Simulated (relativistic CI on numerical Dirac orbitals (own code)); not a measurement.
## Ag²⁺: 4s photoemission

Computed with this model: Dirac-Coulomb-Breit CI, orbitals from a KLI potential per configuration, a model potential for QED, valence Slater integrals scaled by 0.7, multiplet model of photoemission in the sudden approximation; configurations [Kr] 4d9 → [Ar] 3d10 4s 4p6 4d9; 300 K; Lorentzian 2 eV and Gaussian 0.6 eV FWHM. Energies are those of the free ion, without screening or charge transfer. The energies are binding energies and can lie tens of eV above those of solids. Without intra-shell correlation the exchange splitting of an s hole comes out too large, often by half or more. S is read from ⟨S²⟩ = S(S + 1).

Field parameters in Wybourne normalisation: Oh B⁴₀ = 21Dq, B⁴₄ = √(5/14) B⁴₀. The field is a parameter set, without covalency.

free ion: ground-state S = 0.50, centroid 135.14 eV. Peaks (eV, height): 134.6 (100), 137.4 (37).

Oh, 10Dq = 29600 cm⁻¹: ground-state S = 0.50, centroid 135.16 eV. Peaks (eV, height): 134.4 (100), 137.0 (43).

Strongest unbroadened transitions for Oh, 10Dq = 29600 cm⁻¹:

```
Energy (eV)  Relative strength
     134.44              100.0
     137.26               31.7
     138.34                1.7
     141.04                0.0
```
